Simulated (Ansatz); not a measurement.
**Ligand exchange: InH2(OH) + H2S → InH2(SH) + H2O**

Species: InH2(OH), singlet; H2S (hydrogen sulfide) `S`, singlet; InH2(SH), singlet; H2O (water) `O`, singlet. The partners trade OH for SH: In–OH and H–SH bonds give way to In–SH and H–OH.

Shapes, held fixed at every level: PBE0-D4/def2-TZVP. Programs: Ansatz 0.2.0. The zero-point and thermal change to 298 K, harmonic and unscaled (PBE0-D4/def2-TZVP), is +7.5 kJ/mol.

| level | kind | ΔH(298 K) (kJ/mol) | less CCSD(T)/def2-TZVPP |
| --- | --- | --- | --- |
| PBE-D4/def2-TZVPP | GGA | -54.5 | -0.6 |
| B3LYP-D4/def2-TZVPP | global hybrid | -52.7 | +1.2 |
| BHLYP-D4/def2-TZVPP | global hybrid | -59.5 | -5.6 |
| wB97M-V/def2-TZVPP | range-separated hybrid | -54.5 | -0.6 |
| wB97X-V/def2-TZVPP | range-separated hybrid | -50.9 | +3.0 |
| CCSD(T)/def2-SVP | coupled cluster or CI | -50.8 | +3.1 |
| CCSD/def2-SVP | coupled cluster or CI | -51.5 | +2.4 |
| CCSD(T)/def2-TZVPP | coupled cluster or CI | -53.9 | 0.0 |

The highest level, CCSD(T)/def2-TZVPP, gives ΔH(298 K) = -53.9 kJ/mol; the levels span -59.5 to -50.8. The column of differences is taken from that level and isn't an error. No measured value is set beside it here. For atoms past krypton def2 sets carry core potentials with scalar relativity. Correlated rows may include outer-core shells of In, which these sets cover unevenly.
